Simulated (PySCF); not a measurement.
Electronic structure of As (arsenic, neutral) at the PBE0 level

Configuration: [Ar] 3d10 4s2 4p3, high-spin 4S determinant. All numbers are calculated (PySCF 2.14, the spin-free X2C one-electron Hamiltonian (Gaussian nucleus), in aug-cc-pVTZ-DK (7s6p4d2f, 59 functions)).

* Total energy: -2260.441 hartree
* One-electron energy: -3145.328 hartree
* Hartree (Coulomb) energy: 968.983 hartree
* Exchange-correlation energy: -84.096 hartree
* ⟨S²⟩: 3.7506
* ⟨L²⟩: 0.000
* Sum of ⟨r⟩: 24.62 bohr
* Sum of ⟨r²⟩: 40.40 bohr²
* Langevin diamagnetic susceptibility: -32.0 ×10⁻⁶ cm³/mol

```csv
shell,electrons,mean orbital energy (hartree),"rms radius, mean of both spins (bohr)"
1s α,1,-432.42434,0.0524
1s β,1,-432.41965,0.0524
2s α,1,-55.43129,0.220
2s β,1,-55.42946,0.220
2p α,3,-48.57548,0.196
2p β,3,-48.57104,0.196
3s α,1,-7.32257,0.641
3s β,1,-7.31523,0.641
3p α,3,-5.17830,0.668
3p β,3,-5.16890,0.668
3d α,5,-1.64862,0.759
3d β,5,-1.63905,0.759
4s α,1,-0.63403,2.10
4s β,1,-0.51048,2.10
4p α,3,-0.26084,2.71
```

Densities and radii are taken from the X2C orbitals without a picture-change correction, which distorts them close to the nucleus.
